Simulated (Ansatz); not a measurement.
Start from `C#[C][Hf]([Cl])([Cl])[C]#C` and change one element to get `C#[C][Zr]([Cl])([Cl])[C]#C`.

Ansatz, PBE0-D4/def2-TZVP geometries, multiplicity 1. 

Elements past krypton have def2 core potentials.

```
                                                                                  property  `C#[C][Hf]([Cl])([Cl])[C]#C`
                                                         LUMO energy (PBE/def2-TZVPP) / eV                         -3.31
                                        size of the dipole moment (ωB97M-V/def2-TZVPP) / D                          1.82
                                                     LUMO energy (ωB97M-V/def2-TZVPP) / eV                         -0.55
                                            zero-point energy (PBE0-D4/def2-TZVP) / kJ/mol                         100.8
ideal-gas entropy at 298 K and 1 bar (rigid rotor, harmonic PBE0-D4/def2-TZVP) / J/(mol·K)                           442
                                          size of the dipole moment (B3LYP/def2-TZVPP) / D                          1.89
```

Q: What does the change do to each property? (Estimate.)

A: Ansatz gave: 
| property | `C#[C][Zr]([Cl])([Cl])[C]#C` | shift |
| --- | --- | --- |
| LUMO energy (PBE/def2-TZVPP) / eV | -3.62 | -0.31 |
| size of the dipole moment (ωB97M-V/def2-TZVPP) / D | 1.86 | 0.04 |
| LUMO energy (ωB97M-V/def2-TZVPP) / eV | -0.90 | -0.35 |
| zero-point energy (PBE0-D4/def2-TZVP) / kJ/mol | 101.3 | 0.5 |
| ideal-gas entropy at 298 K and 1 bar (rigid rotor, harmonic PBE0-D4/def2-TZVP) / J/(mol·K) | 437 | -5 |
| size of the dipole moment (B3LYP/def2-TZVPP) / D | 1.95 | 0.06 |

Dipoles are sizes alone; their direction can turn. Modes under 60 cm⁻¹, often nearly free rotors, make the harmonic entropy too high.

B3LYP here is the variant with VWN-RPA as its local correlation; programs differ in this.
